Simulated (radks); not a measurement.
Q: Species: Ho16+. Configuration: [Kr] 4d10 4f5. Calculated with a radial shooting solver on a logarithmic mesh with Libxc functionals: Dirac Kohn-Sham, exchange-only PBE, spin-unpolarised, spherical densities, finite nucleus; open shells fill j = l - 1/2 first; Fermi nuclear charge, rms radius 5.2022 fm. Some entries of the table are withheld. Estimate them.

orbital  occ.  eigenvalue (eV)  <1/r> (bohr^-1)  r(max) (bohr)
1s1/2       2        -55791.84            76.04        0.01311
2s1/2       2        -9631.347            18.25        0.07480
2p1/2       2        -9185.514            18.23            (1)
2p3/2       4        -8328.517            15.88            (2)
3s1/2       2        -2435.581            6.677         0.2115
3p1/2       2        -2240.380            6.593         0.1990
3p3/2       4        -2061.198            5.997         0.2117
3d3/2       4        -1726.132            5.879         0.1675
3d5/2       6        -1687.001            5.732         0.1711
4s1/2       2        -760.6782            2.849         0.4805
4p1/2       2        -682.2787              (3)         0.4822
4p3/2       4        -639.7289              (4)         0.5080
4d3/2       4        -509.5760            2.369         0.5074
4d5/2       6        -501.4357            2.322         0.5154
4f5/2       5        -341.1842            2.010         0.4766
4f7/2       0        -339.6085            1.995         0.4800
5s1/2       0        -336.2048            1.349         0.9986
5p1/2       0        -306.7270            1.285          1.038
5p3/2       0        -295.0565            1.223          1.084

A: 
(1) 2p1/2 r(max) (bohr): 0.05624
(2) 2p3/2 r(max) (bohr): 0.06236
(3) 4p1/2 <1/r> (bohr^-1): 2.751
(4) 4p3/2 <1/r> (bohr^-1): 2.553
